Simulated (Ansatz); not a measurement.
`[SiH3]C1[SiH2]S1` + H₂O → `OC1[SiH2]S1` + SiH₄ at 500 K and 1 bar (formal hydrolysis of a C–Si bond).

Gas-phase electronic energies from Ansatz, PBE0-D4/def2-TZVP geometries. CBS: MP2 limit from def2 TZ/QZ plus the TZ coupled-cluster correction, frozen cores. This one scheme is used for every species. Each species was taken in one conformer, which may not be the lowest.

| species | CCSD(T)/CBS energy (Eh) | H − E (kJ/mol) | S (J/(mol·K)) |
| --- | --- | --- | --- |
| `[SiH3]C1[SiH2]S1` | -1017.58877 | 202.4 | 395.1 |
| H₂O | -76.37941 | 73.2 | 206.3 |
| `OC1[SiH2]S1` | -802.46523 | 166.8 | 354.5 |
| SiH₄ | -291.46306 | 102.4 | 230.9 |

H − E and S are ideal-gas, rigid-rotor, harmonic terms from PBE0-D4/def2-TZVP, for one conformer and one mirror image of each species. 1 Eh = 2625.50 kJ/mol, R = 8.31446 J/(mol·K).

Q: By hand: ΔE, ΔH, ΔS and ΔG.

A: ΔE = (-802.46523) + (-291.46306) − (-1017.58877) − (-76.37941) = 0.03989 Eh = 104.7 kJ/mol. Δ(H − E) = 166.8 + 102.4 − 202.4 − 73.2 = -6.4, so ΔH = 98.3 kJ/mol. ΔS = 354.5 + 230.9 − 395.1 − 206.3 = -16.0 J/(mol·K). ΔG = 98.3 − 500 × (-16.0)/1000 = 106.3 kJ/mol.

Q: By hand: the equilibrium constant, and the temperature at which ΔG would vanish if ΔH and ΔS stayed fixed.

A: log₁₀ K = −ΔG/(RT ln 10) = -11.1. ΔH and −TΔS have one sign here, so there is no such temperature.

ΔH outweighs TΔS. A doubt of 5 kJ/mol in ΔE shifts log₁₀ K by 0.5 here. Other conformers and mirror images would add mixing entropy, several J/(mol·K) or more a flexible species. These are equilibria of isolated gas molecules and say nothing of rates. Largest T1 diagnostic: 0.013 (customary marks: 0.02 for closed shells, 0.045 for open ones).
